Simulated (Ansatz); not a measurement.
CH$_{7}$BGeO, SMILES `B[CH](O)[GeH3]`, relaxed with RKS PBE-D4/def2-SVP in Ansatz 0.2.0 from a rough embedded geometry. The force threshold is 0.03 eV/Å; the program also tests the step.

Charge 0, multiplicity 1.

Start:

```xyz
11

B    -0.768   -0.027    1.407
C     0.169    0.511    0.326
O    -0.427    1.609   -0.231
Ge    0.399   -0.821   -1.079
H    -1.877   -0.436    1.178
H    -0.411   -0.147    2.581
H     1.127    0.805    0.768
H     0.218    2.088   -0.825
H     1.370   -0.261   -2.112
H     1.107   -2.080   -0.374
H    -0.906   -1.241   -1.639
```

Q: By how much does the energy fall, and how many steps does the optimiser take? (An estimate is asked.)

A: Computed: 0.89 eV, in 26 steps, 4 of them rejected.

Q: Which bonds change most? (Estimate.)

A: The calculation gave: Ge4–H11 from 1.481 to 1.553 Å; Ge4–H10 from 1.607 to 1.556 Å; Ge4–H9 from 1.524 to 1.555 Å.

Q: Give the relaxed structure. (Best estimate.)

A: The calculation gave: 
```xyz
11

B    -0.847   -0.075    0.934
C     0.177    0.959    0.559
O    -0.079    2.031   -0.213
Ge    0.186   -1.115   -0.731
H    -2.004    0.032    0.562
H    -0.516   -0.868    1.804
H     1.229    0.890    0.913
H     0.755    2.469   -0.471
H     0.128   -0.390   -2.106
H     1.659   -1.535   -0.456
H    -0.687   -2.398   -0.793
```
